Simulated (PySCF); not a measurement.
Structure and vertical S1–T1 gap

Computed, not measured: PySCF, TDA wB97X-D/def2-TZVP excited states, vertical, gas phase. Geometry: PBE0-D3(BJ)/def2-SVP.

Each molecule in one low-energy conformer.

Scalar relativity is left out, which matters for the atoms heavier than Zn.

Task: How does the vertical S1–T1 gap change along this series?
- CC=C=C(C)N(C)C (H replaced by N(CH3)2)
- CC=C=C(C)C(F)(F)F (H replaced by CF3)
- CC=C=C(C)[Se]C (H replaced by SeCH3)

Result: 
```
         molecule  S1 (eV)    S1 from  f(S1)  T1 (eV)                    T1 from  S1 − T1 (eV)  S0–T1 spin-orbit coupling (cm⁻¹)  S1–T1 spin-orbit coupling (cm⁻¹)
   CC=C=C(C)N(C)C     4.82  HOMO→LUMO  0.003     4.19                HOMO→LUMO+1          0.63                              1.01                              4.87
CC=C=C(C)C(F)(F)F     5.80  HOMO→LUMO  0.000     4.55  HOMO−1→LUMO / HOMO→LUMO+1          1.24                              0.55                              2.53
   CC=C=C(C)[Se]C     4.33  HOMO→LUMO  0.000     3.93                  HOMO→LUMO          0.39                            615.16                              3.43
```
The vertical S1–T1 gap is lowest for CC=C=C(C)[Se]C and highest for CC=C=C(C)C(F)(F)F.
